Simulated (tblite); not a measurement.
Compound: C4H10GeOSi.
SMILES with atom numbers: `[CH2:1]=[C:2]1[SiH2:3][C@H:4]([O:5][CH3:6])[GeH2:7]1` (hydrogens: H8, H9 on C1; H10, H11 on Si3; H12 on C4; H13, H14, H15 on C6; H16, H17 on Ge7)

Computed with GFN2-xTB (tblite), gas phase: L-BFGS steps from a force-field or distance-geometry start until the largest atomic force falls under 0.01 eV/Å.

Geometry at step 2:
```
atom  x, y, z in Å
C1     -3.1934    0.2574    0.6310
C2     -1.9034    0.1079    0.3434
Si3    -0.5438    1.3345   -0.1096
C4      0.6966   -0.0339    0.3715
O5      1.7742   -0.2041   -0.5512
C6      2.9611   -0.0908    0.1525
Ge7    -0.6922   -1.4365    0.2813
H8     -3.7545   -0.6210    0.8759
H9     -3.6620    1.2279    0.6144
H10    -0.4388    2.4755    0.7635
H11    -0.5026    1.5461   -1.5355
H12     1.0391    0.1231    1.3924
H13     3.7682   -0.2326   -0.5526
H14     2.9957   -0.8944    0.9132
H15     2.9744    0.9074    0.6072
H16    -0.7620   -2.1266   -1.0620
H17    -0.7636   -2.3278    1.5040
```

Problem. Give the atomic forces at this geometry.

Solution. 
```json
{"atom": "C1", "Fx (eV/Å)": "0.809", "Fy (eV/Å)": "-0.089", "Fz (eV/Å)": "-0.194"}
{"atom": "C2", "Fx (eV/Å)": "-0.596", "Fy (eV/Å)": "0.131", "Fz (eV/Å)": "-0.061"}
{"atom": "Si3", "Fx (eV/Å)": "-0.127", "Fy (eV/Å)": "-0.028", "Fz (eV/Å)": "0.009"}
{"atom": "C4", "Fx (eV/Å)": "-0.277", "Fy (eV/Å)": "-0.041", "Fz (eV/Å)": "-0.471"}
{"atom": "O5", "Fx (eV/Å)": "-0.293", "Fy (eV/Å)": "0.004", "Fz (eV/Å)": "0.207"}
{"atom": "C6", "Fx (eV/Å)": "0.130", "Fy (eV/Å)": "-0.262", "Fz (eV/Å)": "0.015"}
{"atom": "Ge7", "Fx (eV/Å)": "-0.247", "Fy (eV/Å)": "-0.159", "Fz (eV/Å)": "0.131"}
{"atom": "H8", "Fx (eV/Å)": "-0.525", "Fy (eV/Å)": "0.003", "Fz (eV/Å)": "0.133"}
{"atom": "H9", "Fx (eV/Å)": "-0.203", "Fy (eV/Å)": "-0.073", "Fz (eV/Å)": "0.092"}
{"atom": "H10", "Fx (eV/Å)": "-0.014", "Fy (eV/Å)": "0.513", "Fz (eV/Å)": "0.167"}
{"atom": "H11", "Fx (eV/Å)": "0.049", "Fy (eV/Å)": "0.203", "Fz (eV/Å)": "-0.299"}
{"atom": "H12", "Fx (eV/Å)": "0.203", "Fy (eV/Å)": "-0.080", "Fz (eV/Å)": "0.032"}
{"atom": "H13", "Fx (eV/Å)": "0.322", "Fy (eV/Å)": "0.109", "Fz (eV/Å)": "-0.106"}
{"atom": "H14", "Fx (eV/Å)": "0.273", "Fy (eV/Å)": "0.356", "Fz (eV/Å)": "0.024"}
{"atom": "H15", "Fx (eV/Å)": "0.504", "Fy (eV/Å)": "-0.117", "Fz (eV/Å)": "0.186"}
{"atom": "H16", "Fx (eV/Å)": "0.073", "Fy (eV/Å)": "-0.133", "Fz (eV/Å)": "0.295"}
{"atom": "H17", "Fx (eV/Å)": "-0.081", "Fy (eV/Å)": "-0.336", "Fz (eV/Å)": "-0.161"}
```

The largest, 0.84 eV/Å, acts on C1; the rms over all components is 0.259 eV/Å. The forces sum to zero within rounding, as they must for an isolated molecule in no field.

Problem. Give the force on C1 in Eh/bohr and in nN.

Solution. 0.837 eV/Å ÷ 51.422 = 0.01627 Eh/bohr, and 0.837 eV/Å × 1.602 = 1.34 nN.

Problem. How far is this geometry from the end of the optimisation?

Solution. 0.367 eV above it, and 0.605 Å rms away after alignment. The bonds farthest from their final lengths, with half the difference of the two atoms' forces along the bond (positive lengthens):

| bond | now (Å) | final (Å) | force along bond (eV/Å) |
| --- | --- | --- | --- |
| C4–Ge7 | 1.976 | 2.033 | +0.02 |
| Si3–H10 | 1.441 | 1.466 | +0.27 |
| Si3–C4 | 1.909 | 1.932 | -0.10 |
| C2–Ge7 | 1.964 | 1.983 | +0.22 |
| C4–O5 | 1.429 | 1.411 | -0.23 |
| Si3–H11 | 1.442 | 1.459 | +0.17 |

The angle farthest from its final value is H16–Ge7–H17, 116.5° against 105.8°.

Of the 6 listed bonds off by 0.010 Å or more, this force points towards the final length in 5.

What follows is the cost of the whole relaxation. The run took 1.1 s on one thread of an Arm Neoverse V2, shared host with 32 logical CPUs at a one-minute load of 34.
